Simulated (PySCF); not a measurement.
Species: C2H5GeOS (charge -1).
Numbering: `[CH2:1]=[C:2]([S-:3])[O:4][GeH3:5]` (hydrogens: H6, H7 on C1; H8, H9, H10 on Ge5)

Cartesian coordinates in Å at the PBE0-D3(BJ)/def2-SVP level; atoms count from 1:
```
atom  x, y, z in Å
C1     1.8758    0.3888    0.2185
C2     0.5356    0.5805    0.1544
S3    -0.3280    2.0709   -0.1056
O4    -0.3026   -0.4825    0.3028
Ge5   -2.0593    0.0426    0.1649
H6     2.5623    1.2272    0.1015
H7     2.2730   -0.6156    0.3874
H8    -2.7535    0.7849    1.3378
H9    -2.5788   -1.4406    0.3757
H10   -2.6800    0.3942   -1.2136
```

Method used: PySCF, PBE0-D3(BJ)/def2-SVP geometry optimisation, gas phase.

Take the most abundant isotopes and a rigid rotor. The values belong to one conformer with, in the numbering `[CH2:1]=[C:2]([S-:3])[O:4][GeH3:5]`, C1–C2–O4–Ge5 180°.

(1) What are A, B and C (MHz)?

(2) Classify the top.

(3) What does the inertial defect say?

(4) Which types of transition are allowed, and where do some lines up to J = 3 fall?

(5) Estimate the classical rotational partition function at 10 K, 50 K and 500 K.

## Answers

(1) Ia = 101.37, Ib = 287.74, Ic = 382.38 u·Å²; 505379 MHz·u·Å²/I gives A = 4986, B = 1756, C = 1322 MHz.

(2) An asymmetric top: κ = (2 × 1756 − 4986 − 1322)/(4986 − 1322) = -0.76.

(3) Not planar: Δ = Ic − Ia − Ib = -6.72 u·Å². For a rigid frame Δ = −2 Σ m c², so Σ m c² = 3.36 u·Å² lies off the ab plane, practically all of it from hydrogen. The atom farthest from that plane is 1.29 Å away.

(4) The dipole components (about the centre of mass, as the species is charged) are |μa| = 3.38 D, |μb| = 0.12 D, |μc| = 0.00 D; the mirror of this Cs structure is the ab plane, so μc vanishes by symmetry and there are no c-type lines. Intensities carry the squares of the components, which stand as 1.00 : 0.00 (a : b). Some lines, for components of 0.1 D or more:

```json
{"type": "a", "branch": "Q", "J(Ka,Kc)": "3(1,2) ← 3(1,3)", "MHz": "2606", "lower level (cm⁻¹)": "0.687"}
{"type": "b", "branch": "R", "J(Ka,Kc)": "2(0,2) ← 1(1,1)", "MHz": "2886", "lower level (cm⁻¹)": "0.210"}
{"type": "a", "branch": "R", "J(Ka,Kc)": "1(0,1) ← 0(0,0)", "MHz": "3078", "lower level (cm⁻¹)": "0.000"}
{"type": "b", "branch": "Q", "J(Ka,Kc)": "1(1,0) ← 1(0,1)", "MHz": "3664", "lower level (cm⁻¹)": "0.103"}
{"type": "a", "branch": "R", "J(Ka,Kc)": "2(1,2) ← 1(1,1)", "MHz": "5721", "lower level (cm⁻¹)": "0.210"}
{"type": "a", "branch": "R", "J(Ka,Kc)": "3(1,3) ← 2(1,2)", "MHz": "8558", "lower level (cm⁻¹)": "0.401"}
{"type": "a", "branch": "R", "J(Ka,Kc)": "3(2,1) ← 2(2,0)", "MHz": "9396", "lower level (cm⁻¹)": "0.769"}
{"type": "b", "branch": "R", "J(Ka,Kc)": "3(1,3) ← 2(0,2)", "MHz": "11393", "lower level (cm⁻¹)": "0.307"}
{"type": "b", "branch": "Q", "J(Ka,Kc)": "3(2,2) ← 3(1,3)", "MHz": "11669", "lower level (cm⁻¹)": "0.687"}
{"type": "b", "branch": "R", "J(Ka,Kc)": "2(2,1) ← 1(1,0)", "MHz": "16279", "lower level (cm⁻¹)": "0.225"}
{"type": "b", "branch": "R", "J(Ka,Kc)": "3(2,1) ← 2(1,2)", "MHz": "20429", "lower level (cm⁻¹)": "0.401"}
```

(5) Point group Cs, symmetry number σ = 1; q = (√π/σ)·√((kT/h)³/(ABC)), k/h = 20836.6 MHz/K: 1570 at 10 K, 17500 at 50 K, 554000 at 500 K.

PBE0-D3(BJ)/def2-SVP frequencies: not computed here. The geometry's basis has no diffuse functions, a weakness for an anion. No vibrational averaging or centrifugal distortion is included, and the geometry carries the error of its method. A rigid rotor knows nothing of internal rotation, which can split or shift real lines.

Hardware: Arm Neoverse V1, one thread, on a shared host. Cost: 50 s. That covers the optimisation of the geometry.
